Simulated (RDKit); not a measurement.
RDKit input (UFF):

```python
from rdkit import Chem
from rdkit.Chem import AllChem, rdDetermineBonds

mol = Chem.MolFromXYZFile('mol.xyz')
rdDetermineBonds.DetermineBonds(mol, charge=-1)
print('SMILES', Chem.MolToSmiles(Chem.RemoveHs(mol)))
ff = AllChem.UFFGetMoleculeForceField(mol)
e0 = ff.CalcEnergy()
flag = ff.Minimize(maxIts=5000, forceTol=1e-5)
print(f'energy {e0:.4f} -> {ff.CalcEnergy():.4f} kcal/mol, converged: {flag == 0}')
print(Chem.MolToXYZBlock(mol))
```
mol.xyz:
```
14

C      2.68581400     0.14960200    -0.68026800
Si     1.43118600     0.11190300     0.54956100
N      0.00970000    -0.86564600     0.07790800
Si    -1.61771600    -0.37943000     0.12302400
N     -2.08701500     1.07225700    -0.74089500
H      2.51529300     0.58018600    -1.66563900
H      3.72812400     0.15995300    -0.36920600
H      1.98749500    -0.40019300     1.85215000
H      0.60693500     1.31906400     1.02349700
H      0.26133700    -1.64269200    -0.51904800
H     -2.44297500    -1.47564000    -0.46803100
H     -2.10407100    -0.11637400     1.50389800
H     -1.68717500     1.90861700    -0.33078200
H     -1.82722200     1.06857700    -1.72050700
```

Output:

```
SMILES [CH2-][SiH2]N[SiH2]N
energy 36.2165 -> -1.4048 kcal/mol, converged: True
14

C      2.898313   -0.358871   -0.446456
Si     1.253794    0.246471    0.195278
N     -0.014327   -0.955469   -0.201643
Si    -1.561346   -0.398947    0.515091
N     -2.199719    1.006982   -0.392520
H      2.839598   -0.488446   -1.546631
H      3.685153    0.384187   -0.203102
H      1.341637    0.417847    1.653584
H      0.941646    1.536072   -0.438490
H     -0.133435   -0.946247   -1.239192
H     -2.538898   -1.494419    0.441205
H     -1.369871   -0.035834    1.928035
H     -1.550033    1.806207   -0.221912
H     -2.132802    0.770650   -1.407586
```

The dipole moment of an ion depends on the origin.

The geometry given is a B3LYP-D3(BJ)/def2-TZVP minimum.
